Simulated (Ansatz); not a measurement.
Ansatz (a program for electronic structure) input (B3LYP-D3(BJ)/def2-TZVP):

Ansatz 0.2 input:
```yaml
crystal:
  periodic: [false, false, false]
  atoms:
    - {symbol: W, position_ang: [-0.00051724, 0.00273919, -0.00231587]}
    - {symbol: C, position_ang: [1.79575399, -0.38550351, -1.14481823]}
    - {symbol: H, position_ang: [2.36325861, -1.21930106, -0.70990891]}
    - {symbol: H, position_ang: [2.44736620, 0.49855895, -1.16077334]}
    - {symbol: H, position_ang: [1.54922336, -0.64587784, -2.18302009]}
    - {symbol: C, position_ang: [0.53253420, 0.51242875, 2.03202250]}
    - {symbol: H, position_ang: [-0.36589914, 0.70623857, 2.63409039]}
    - {symbol: H, position_ang: [1.16085473, 1.41290826, 2.05847078]}
    - {symbol: H, position_ang: [1.08995949, -0.30638494, 2.50649549]}
    - {symbol: C, position_ang: [-1.08570583, 1.64520520, -0.90051570]}
    - {symbol: H, position_ang: [-2.00818360, 1.85589433, -0.34278037]}
    - {symbol: H, position_ang: [-1.36062140, 1.41027813, -1.93768713]}
    - {symbol: H, position_ang: [-0.47578586, 2.55862631, -0.90815366]}
    - {symbol: C, position_ang: [-1.24520142, -1.76747951, 0.00431098]}
    - {symbol: H, position_ang: [-1.53526496, -2.04525918, -1.01787311]}
    - {symbol: H, position_ang: [-2.16213699, -1.59813830, 0.58478342]}
    - {symbol: H, position_ang: [-0.71191703, -2.61806253, 0.45024933]}
basis:
  gaussian:
    orbitals: def2-TZVP
hamiltonian:
  xc: b3lyp
  dispersion: d3bj
magnetization: {spin_polarized: true, initial_magnetization: 2}
relax: {f_tol: 0.002, max_steps: 150}
```

End of the output:

```
0.32 GiB of the device are held for the grids
1.35 GiB of device memory are held for the factors and their scratch space
mean field: 1.62 GiB planned
mean field -6171.36115006 eV, -226.7933391657 hartree, gradient 1.7e-5 eV, S^2 2.010958; 0 other end points of the search recorded, 0 dependent functions left out
the calculation of the forces begins
reference -6171.36149903 eV, -226.7933519901 hartree; 26, 24 occupied and 210, 212 virtual orbitals, 1641 factors
relax step   5: F+E_penalty+E_count = -6172.05131440 eV  Δ(F+E_penalty+E_count) = +9.516e-6 eV  max|allowed force component| = 8.773e-3 eV/Å  Δτ_max = 0.0004 Å  (28 SCF iters, rejected (line search))
these checks for a lower state are left out or cut short: starts, cluster_reference, orbital_swaps, neighbouring_geometries, increment
integrals: 0.19 GiB planned
1641 factors; their error is unknown
0.32 GiB of the device are held for the grids
1.35 GiB of device memory are held for the factors and their scratch space
mean field: 1.61 GiB planned
mean field -6171.36117220 eV, -226.7933399793 hartree, gradient 4.8e-5 eV, S^2 2.010954; 0 other end points of the search recorded, 0 dependent functions left out
the calculation of the forces begins
reference -6171.36152122 eV, -226.7933528057 hartree; 26, 24 occupied and 210, 212 virtual orbitals, 1641 factors
relax step   6: F+E_penalty+E_count = -6172.05132683 eV  Δ(F+E_penalty+E_count) = -2.919e-6 eV  max|allowed force component| = 1.519e-4 eV/Å  Δτ_max = 0.0002 Å  (25 SCF iters, accepted)
integrals: 0.19 GiB planned
1641 factors; their error is unknown
0.32 GiB of the device are held for the grids
1.35 GiB of device memory are held for the factors and their scratch space
mean field: 1.61 GiB planned
mean field evaluation 64: about -6171.3612 eV, gradient 6.9e-3 eV
mean field -6171.36117220 eV, -226.7933399793 hartree, gradient 4.8e-5 eV, S^2 2.010954; 1 other end points of the search recorded, 0 dependent functions left out
the calculation of the forces begins
reference -6171.36152122 eV, -226.7933528057 hartree; 26, 24 occupied and 210, 212 virtual orbitals, 1641 factors
Total energy: -6172.05167586 eV, -226.8187155208 hartree
Atom 0 at    -0.000705     0.001098    -0.002205 Å, force     0.000003    -0.000050     0.000013 eV/Å
Atom 1 at     1.757447    -0.375968    -1.119685 Å, force     0.000152    -0.000053    -0.000067 eV/Å
Atom 2 at     2.330853    -1.206549    -0.688586 Å, force    -0.000046     0.000027     0.000054 eV/Å
Atom 3 at     2.410886     0.505563    -1.140369 Å, force    -0.000072     0.000024     0.000070 eV/Å
Atom 4 at     1.518434    -0.638810    -2.158099 Å, force    -0.000028     0.000008     0.000045 eV/Å
Atom 5 at     0.521178     0.501553     1.987576 Å, force     0.000064     0.000071     0.000146 eV/Å
Atom 6 at    -0.371836     0.702839     2.592991 Å, force     0.000006     0.000028    -0.000075 eV/Å
Atom 7 at     1.154229     1.397548     2.018234 Å, force    -0.000004    -0.000013    -0.000129 eV/Å
Atom 8 at     1.074285    -0.314671     2.469619 Å, force    -0.000005     0.000012    -0.000060 eV/Å
Atom 9 at    -1.062715     1.608911    -0.879201 Å, force    -0.000097     0.000120    -0.000056 eV/Å
Atom 10 at    -1.981735     1.828627    -0.320964 Å, force     0.000049    -0.000068     0.000078 eV/Å
Atom 11 at    -1.347528     1.378508    -1.913760 Å, force    -0.000003    -0.000047     0.000054 eV/Å
Atom 12 at    -0.455545     2.523015    -0.895775 Å, force     0.000034    -0.000072     0.000041 eV/Å
Atom 13 at    -1.218788    -1.730454     0.002502 Å, force    -0.000119    -0.000138    -0.000022 eV/Å
Atom 14 at    -1.506631    -2.015686    -1.017443 Å, force     0.000052     0.000065    -0.000031 eV/Å
Atom 15 at    -2.140104    -1.565561     0.575649 Å, force     0.000016     0.000050    -0.000045 eV/Å
Atom 16 at    -0.694008    -2.583091     0.452091 Å, force    -0.000001     0.000036    -0.000014 eV/Å
Dipole moment:     0.000002     0.000013    -0.000001 e Å
```

The spin state was set by rule; other spins were not relaxed.
